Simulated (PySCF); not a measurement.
Ti(F)3(Cl)(NH3) (ClF3H3NTi), SMILES [NH3]->[Ti]([F])([F])([F])[Cl], multiplicity 1. Atoms are numbered in the order given.

```xyz
9

Ti     0.1672    -0.3384     0.0000
F     -0.3263    -1.1071     1.4957
F      1.8465    -0.8150     0.0000
F     -0.3263    -1.1071    -1.4957
Cl     0.4359     1.8820     0.0000
N     -2.0759     0.2427     0.0000
H     -2.3135     0.7995     0.8229
H     -2.6754    -0.5855     0.0000
H     -2.3135     0.7995    -0.8229
```

Geometry: B3LYP-D3(BJ)/def2-SVP. The spin state was assumed, not searched.

The numbers are results of TDDFT-PBE/def2-SVPD (PySCF 2.14.0), not measurements.

Vertical excitations.  State labels are in the subgroup Cs.

| state | symmetry | energy (eV) | λ (nm) | f | main pairs |
|---|---|---|---|---|---|
| S1 | A" | 4.08 | 304 | 0.000 | HOMO→LUMO+1 98 % |
| S2 | A' | 4.12 | 301 | 0.014 | HOMO→LUMO 85 % |
| S3 | A" | 4.21 | 294 | 0.000 | HOMO−1→LUMO 97 % |
| S4 | A' | 4.54 | 273 | 0.018 | HOMO−1→LUMO+1 83 % |
| S5 | A' | 4.83 | 257 | 0.000 | HOMO→LUMO+2 58 %, HOMO−2→LUMO 41 % |
| S6 | A' | 4.89 | 254 | 0.006 | HOMO−2→LUMO 53 %, HOMO→LUMO+2 40 % |
| S7 | A" | 5.04 | 246 | 0.002 | HOMO−2→LUMO+1 89 % |
| S8 | A" | 5.17 | 240 | 0.000 | HOMO→LUMO+3 90 % |
| S9 | A" | 5.18 | 239 | 0.002 | HOMO−1→LUMO+2 90 % |
| S10 | A' | 5.43 | 228 | 0.000 | HOMO−3→LUMO 97 % |
| T1 | A' | 3.73 | 332 | 0 | HOMO→LUMO 99 % |
| T2 | A" | 4.01 | 309 | 0 | HOMO→LUMO+1 88 % |
| T3 | A" | 4.12 | 301 | 0 | HOMO−1→LUMO 88 % |
| T4 | A' | 4.26 | 291 | 0 | HOMO−1→LUMO+1 99 % |
Triplets are in the Tamm–Dancoff approximation, which puts them higher than full response would, so one can lie above its singlet here.
